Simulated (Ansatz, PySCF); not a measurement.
Species: sum formula SOF, charge -1, multiplicity 1. 
Structure (B3LYP-D3(BJ)/def2-TZVP (Ansatz, a first-principles code) minimum search):
```xyz
3

O     -1.2683    -0.5471     0.0082
S     -0.1492     0.4979     0.0200
F      1.3927    -0.3989    -0.0430
```
Charge -1, spin multiplicity 1.

Total electronic energies in hartree. Valence correlation only, unless marked. No spin-orbit coupling. No relativistic terms. CBS(X,Y): correlation extrapolated as X^-3; Hartree-Fock from the larger set. The bracket is a focal-point correction in the basis named.

| level | program | energy (Eh) |
|---|---|---|
| HF-D4/def2-TZVPD | PySCF + dftd4 | -571.89745 |
| TPSSh-D3(BJ)/def2-TZVPD | PySCF + dftd3 | -573.37843 |
| r2SCANh/def2-TZVPD | Ansatz | -573.24564 |
| M06-2X/def2-TZVPD | PySCF | -573.28016 |
| SCS-MP2/cc-pV(D+d)Z | Ansatz | -572.27092 |
| CCSD(T)/aug-cc-pV(D+d)Z | Ansatz | -572.43272 |
| CCSD(T)/cc-pV(D+d)Z | Ansatz | -572.31519 |
| CCSD(T) with core electrons (1s frozen past Ne)/cc-pwCVTZ | Ansatz | -572.98225 |
| RI-MP2/CBS(aug-cc-pV(T+d)Z,aug-cc-pV(Q+d)Z)+[CCSD(T)-MP2]/aug-cc-pV(T+d)Z | Ansatz | -572.7382 |

Totals of different functionals don't rank their quality; only differences between species are comparable.
